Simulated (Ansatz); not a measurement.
Gas-phase electronic energies from Ansatz, PBE0-D4/def2-TZVP geometries. CCSD(T)/CBS adds triple-zeta CCSD(T) − MP2 to the extrapolated MP2 energy (def2 sets, frozen cores). DFT in def2-TZVPP. One conformer a species, not always the lowest.

Reaction (isomerisation): `OP([SiH3])[SiH3]` → `O[SiH]([SiH3])P`

Problem. Is it downhill or uphill in electronic energy at CCSD(T)/CBS, and by how much? (Best estimate.)

Solution. Ansatz gave: Downhill: ΔE = -23.8 kcal/mol.

Problem. What do these levels give: PBE-D4, ωB97X-V, SCS-MP2/def2-TZVPP, CCSD/def2-TZVPP, CCSD(T)/def2-TZVPP, SCS-MP2/def2-QZVPP? (An estimate is asked.)

Solution. Computed: PBE-D4 -22.2, ωB97X-V -22.9, SCS-MP2/def2-TZVPP -23.7, CCSD/def2-TZVPP -24.7, CCSD(T)/def2-TZVPP -24.3, SCS-MP2/def2-QZVPP -23.4 kcal/mol.

Largest T1 diagnostic among the species: 0.014.

From PBE to PBE0 (25 % exact exchange), in def2-TZVPP and without D4, ΔE moves by −1.0 kcal/mol.
